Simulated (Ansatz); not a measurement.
Ge5Te5, relaxed as a singlet with RKS r2SCAN-D4/def2-SVP in Ansatz, starting from the GFN1-xTB geometry. Force threshold 0.03 eV/Å.

In the def2 sets Te takes a core potential; there is no spin–orbit coupling. The structure comes from a short search, and lower isomers may exist.

Start:

```xyz
10

Ge   -1.550    0.397   -2.170
Ge    1.082    1.865    1.122
Ge   -2.045   -1.141    0.923
Ge    0.002   -0.504    1.903
Ge    1.423   -1.362   -1.863
Te    0.662    1.185    3.616
Te   -1.088   -2.083   -1.281
Te   -1.433    1.351    0.305
Te    0.802    0.817   -3.066
Te    2.144   -0.526    0.511
```

Estimate the energy that the relaxation releases and the steps that it takes.

0.90 eV, in 8 steps; 2.8 min on 4 threads of Arm Neoverse V1 on a shared host. No frequencies were taken in this run, so the end may be a saddle point.

Does the start keep its bonding?

By distances, no bond broke or formed. The bond that changes most is Ge4–Te8, from 2.84 to 3.11 Å (atoms count from 1).

Predict the relaxed structure.


Cartesian coordinates in Å:
```
Ge -1.580 0.394 -2.313
Ge 1.157 1.895 1.005
Ge -2.207 -1.173 0.933
Ge 0.023 -0.608 2.101
Ge 1.466 -1.349 -1.989
Te 0.767 1.302 3.632
Te -1.096 -2.226 -1.279
Te -1.583 1.399 0.343
Te 0.870 0.998 -3.059
Te 2.183 -0.632 0.625
```
Bond lengths: 13 × Ge–Te 2.56 to 2.86 Å; 1 × Ge–Ge 2.58 Å.
